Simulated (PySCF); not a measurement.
# HfOBr, doublet: computed properties

Method: UPBE0 in PySCF with Hf def2-TZVP with ECP60, O def2-TZVP, Br def2-TZVP; scalar-relativistic core potentials, no spin–orbit coupling; density-fitted integrals.

The structure is a minimum.

```xyz
3
charge 0 multiplicity 2, angstrom
Hf   -0.5104    0.0000   -0.4653
O    -1.9438    0.0000    0.5119
Br    1.5579    0.0000    0.9574
```

- Point group: Cs
- Bond lengths: Hf–Br 2.510 Å, Hf–O 1.735 Å
- Bond angles: Br–Hf–O 111.2°
- Enthalpy at 298.15 K above 0 K: 12.98 kJ/mol
- Heat capacity Cp at 298.15 K: 50.3 J/(mol K)
- Atomisation energy without zero-point energy: 1158 kJ/mol
- Zero-point energy: 8.2 kJ/mol
- Rotational constants: 0.4681, 0.04456, 0.04069 cm⁻¹
- Dipole moment: 4.47 D
- Entropy at 298.15 K and 1 bar (electronic part: spin only): 316.5 J/(mol K)
- Lowest empty level (β): -3.09 eV
- Spin squared ⟨S²⟩: 0.753
- Principal quadrupole moments (Buckingham, traceless) about the centre of mass: -11.95, 4.51, 7.43 D Å
- Rotational symmetry number: 1
- Highest occupied level (α): -5.90 eV
- Principal polarisabilities: 73.7, 94.8, 100.0 bohr³

Harmonic modes (masses in u: Hf 179.947, O 15.995, Br 78.918):
| symmetry | ω (cm⁻¹) | IR (km/mol) |
| --- | --- | --- |
| a' | 152 | 10.8 |
| a' | 251 | 31.4 |
| a' | 966 | 166 |

Charges (e):
```
atom  Mulliken  Löwdin  polar tensor  spin (Mulliken)  Mayer order to Hf1
 Hf1      0.89    0.29          1.36             1.07                   –
  O2     -0.52   -0.31         -0.86            -0.06                2.23
 Br3     -0.37    0.02         -0.50            -0.01                1.06
```

Mulliken populations on Hf1 (electrons outside its core potential): s 2.83, p 6.27, d 1.93, f 0.08.

Outer orbital energies (eV). α occupied: -21.08, -10.02, -9.43, -9.24, -9.23, -8.79, -8.34, -5.90; empty: -2.67, -2.66, -1.34, -0.82. β occupied: -23.98, -21.06, -9.95, -9.40, -9.28, -9.25, -8.79, -8.34; empty: -3.09, -1.87, -1.83, -0.68.

Formally Hf is in oxidation state +3, d1, with 1 unpaired electron. The Mulliken spin on Hf is 1.07. The polar-tensor charge on Hf, 1.36, is far below the formal one.

Only a few start shapes were tried, so a lower isomer may exist. With open d or f shells other occupations or spin states may lie lower. Spin–orbit coupling, left out here, can matter for elements this heavy.

The final relaxation and frequency run took 49 s on 4 threads of a shared Arm Neoverse V2 host, with 119 basis functions and 14 gradients; the process peaked at 1.1 GiB. Launch command: `OMP_NUM_THREADS=4 python axn.py task.json out`.
